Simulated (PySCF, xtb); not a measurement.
## Relaxing a trial structure of C2H3BeP

The starting geometry of this gas-phase singlet was built from a drawn formula by distance geometry; its bonds are those of `[BeH][CH]=C=P`.

```xyz
7

C    -1.0861   -0.3534    3.2777
C    -0.8105   -1.2318    2.4200
Be   -1.2334    1.2072    2.4181
P    -0.4116   -2.3577    1.2208
H    -1.8947    2.3659    2.3766
H    -1.1791   -0.6590    4.3325
H     1.0108   -2.6630    1.0945
```

Question: Predict what it relaxes into with r2SCAN-D4/def2-SVP.

Answer: A new bond forms, giving a structure given below by its coordinates. Distances that change by over a tenth: Be3–P4 (3.85 → 2.37 Å). Contacts that close: C2–Be3 (2.48 → 1.80 Å).

The energy falls by 1.10 eV over 24 steps:

```tsv
step	E − E(last) (eV)
1	1.097
4	0.190
6	0.146
9	0.096
11	0.069
14	0.012
16	0.003
19	0.000
21	0.000
24	0.000
```

Final geometry (Å):

```xyz
7

C    -1.0804   -0.5263    3.6785
C    -0.7176   -1.2942    2.7246
Be   -1.0182    0.3867    2.1476
P    -0.4959   -1.6572    1.0594
H    -1.1963    1.6030    1.6195
H    -1.3056   -0.4800    4.7400
H     0.9270   -1.4717    1.0820
```

From the same start GFN2-xTB reaches the same bonding as this run.

No frequencies were run, so the end isn't proven a minimum. Run with PySCF 2.14.0, 81 s on 2 threads of Intel(R) Xeon(R) 6975P-C (Granite Rapids), with other jobs on the host.
